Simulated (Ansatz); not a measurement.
`CC(C)[NH][Sn]([F])([F])[NH]C(C)C` → `CC[N](C)[Sn]([F])([F])[N](C)CC`  (isomerisation)

Computed with Ansatz on PBE0-D4/def2-TZVP structures; ΔE is electronic, products minus reactants. CCSD(T)/CBS is the MP2 limit (def2-TZVPP, def2-QZVPP) plus CCSD(T) − MP2 in def2-TZVPP, frozen cores. DFT in def2-TZVPP. B3LYP here is the variant with VWN-RPA as its local correlation; programs differ in this. HSE06 is defined as in plane-wave codes. Elements past krypton have def2 core potentials. For Sn outer-core shells are correlated without core-valence functions, which leaves a few kJ/mol of doubt a bond. Each species was taken in one conformer, which may not be the lowest.

Q: Is it downhill or uphill in electronic energy at CCSD(T)/CBS, and by how much? (Best estimate.)

A: The calculation gave: Uphill: ΔE = +0.84 eV.

Q: What do these levels give: LDA (SPW92), revPBE-D4, r2SCANh-D4, B3LYP, r2SCANh, HSE06, BHLYP, RPA@PBE/def2-TZVPP, MP2/def2-SVP, CCSD/def2-SVP, HF/CBS(def2), MP2/CBS(def2)? (An estimate is asked.)

A: Ansatz gave: LDA (SPW92) 0.73, revPBE-D4 0.77, r2SCANh-D4 0.82, B3LYP 0.83, r2SCANh 0.84, HSE06 0.84, BHLYP 0.85, RPA@PBE/def2-TZVPP 0.78, MP2/def2-SVP 0.74, CCSD/def2-SVP 0.71, HF/CBS(def2) 0.90, MP2/CBS(def2) 0.86 eV.

Largest T1 diagnostic among the species: 0.013.

Leaving LDA and LC-ωPBE aside and taking each functional with its dispersion term where it has one, the values, not all of them listed here, spread over 0.11 eV, from BLYP-D4 to PBE-QIDH. LDA lies −0.07 eV from PBE without D4. The D4 term adds −0.06 eV with B3LYP and −0.03 eV with PBE0; it sums over pairs of atoms, weighted by their polarisabilities, and B3LYP, whose exchange is more repulsive, gets the larger term. From BLYP to BHLYP (50 % exact exchange), in def2-TZVPP and without D4, ΔE moves by +0.05 eV.
